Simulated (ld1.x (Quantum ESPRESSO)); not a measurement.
# Before and after: TM potential for Al

- Element: aluminium (Al)
- Generator: ld1.x (Quantum ESPRESSO) 7.5
- Type: norm-conserving Troullier–Martins (Kleinman–Bylander form)
- Functional: PBE
- Relativity: scalar-relativistic
- Frozen core: [Ne]
- Valence charge: 3
- Reference configuration: 3s2 3p1
- Partial waves: 3p (bound): rc 1.75 bohr; 3s (bound): rc 2.25 bohr
- Local potential: the s channel
- Core correction: Bessel-smoothed model core, default radius (core density twice the valence density)

Change: all radii but the core radius scaled by about 1.27 (s 2.86, p 2.22 bohr).

Cutoffs: the cutoffs (Ry, on a coarse ladder) from which the occupation-weighted sum of valence levels, in a spherical-Bessel basis at the reference potential, stays within 10 and 1 mRy of its value at 400 Ry; they do not see the model core or the augmentation charge, which bear on the density cutoff. Errors are all-electron minus pseudo energies relative to the spin-unpolarised reference configuration.

Question: How do hardness, ghosts and transferability respond?

Answer: The potential gets softer (10 Ry and 30 Ry → 6 Ry and 15 Ry); of the 7 tests that both files solve, the error grows in 4 and shrinks in 0 by more than 15 % and 0.3 meV (median size 1.7 → 6.0 meV); neither file shows a bound ghost. A larger radius leaves more room for a smooth pseudo-wave, so fewer plane waves are needed. More of the atom is replaced by a form fitted at one configuration, so other configurations suffer.

| quantity | base | changed |
| --- | --- | --- |
| cutoff, loose | 10 Ry | 6 Ry |
| cutoff, tight | 30 Ry | 15 Ry |
| loose cutoff by channel (10 mRy a level) | p 6 Ry, s 8 Ry | p 6 Ry, s 6 Ry |
| bound ghosts | none | none |
| error for 3s2 3p0, meV [ΔE 5.76 eV] | +1.7 | +5.8 |
| error for 3s1 3p0, meV [ΔE 24.99 eV] | +9.5 | +8.3 |
| error for 3s2 3p0.5, meV [ΔE 2.09 eV] | +0.4 | +1.1 |
| error for 3s1 3p1, meV [ΔE 11.57 eV] | +5.4 | -6.0 |
| error for 3s2 3p1.3, meV [ΔE -0.57 eV] | +0.1 | +0.2 |
| error for 3s1 3p2, meV [ΔE 5.14 eV] | -1.6 | -19 |
| error for 3s0 3p3, meV [ΔE 10.45 eV] | -5.2 | -85 |
